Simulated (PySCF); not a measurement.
Isomers of C7H14O, from PySCF 2.14.0, PBE0-D3(BJ)/def2-SVP geometry optimisation, gas phase. One conformer each, no zero-point energy, no frequencies.

**Question.** Which isomer lies lowest at this level?
A. `[CH3:1][CH2:2][CH:3]([CH2:4][CH3:5])[C:6]([CH3:7])=[O:8]` with C1–C2–C3–C4 -176°, C2–C3–C4–C5 176°, C2–C3–C6–C7 -119° (3-ethylpentan-2-one): A = 2271, B = 1612, C = 1206 MHz, dipole 2.52 D
B. `[CH3:1][O:2][CH:3]1[CH2:4][CH2:5][CH2:6][CH2:7][CH2:8]1` with C1–O2–C3–C4 -73°, O2–C3–C4–C5 -175°, C3–C4–C5–C6 55°, C4–C5–C6–C7 -55°, C5–C6–C7–C8 55°: A = 4004, B = 1368, C = 1103 MHz, dipole 1.16 D
C. `[CH2:1]=[CH:2][CH2:3][CH2:4][C@@H:5]([OH:6])[CH2:7][CH3:8]` with C1–C2–C3–C4 119°, C2–C3–C4–C5 -178°, C3–C4–C5–O6 56°, C4–C5–O6–H 63°, C4–C5–C7–C8 178° (6-hepten-3-ol): A = 6119, B = 759.1, C = 716.3 MHz, dipole 1.45 D

**Answer.** A. That is 3-ethylpentan-2-one (`CCC(CC)C(C)=O`), 3.0 kcal/mol below the next.

```json
{"SMILES": "CCC(CC)C(C)=O", "mapped SMILES": "[CH3:1][CH2:2][CH:3]([CH2:4][CH3:5])[C:6]([CH3:7])=[O:8]", "E (Eh)": "-349.75326", "relative (kcal/mol)": "0.0", "relative (kJ/mol)": "0.0", "dipole (D)": "2.52"}
{"SMILES": "COC1CCCCC1", "mapped SMILES": "[CH3:1][O:2][CH:3]1[CH2:4][CH2:5][CH2:6][CH2:7][CH2:8]1", "E (Eh)": "-349.74846", "relative (kcal/mol)": "3.0", "relative (kJ/mol)": "12.6", "dipole (D)": "1.16"}
{"SMILES": "C=CCC[C@@H](O)CC", "mapped SMILES": "[CH2:1]=[CH:2][CH2:3][CH2:4][C@@H:5]([OH:6])[CH2:7][CH3:8]", "E (Eh)": "-349.71960", "relative (kcal/mol)": "21.1", "relative (kJ/mol)": "88.4", "dipole (D)": "1.45"}
```

As drawn, the lowest has a C=O bond, which the highest lacks; the highest has an O–H bond and a C=C bond outside aromatic rings, which the lowest lacks.
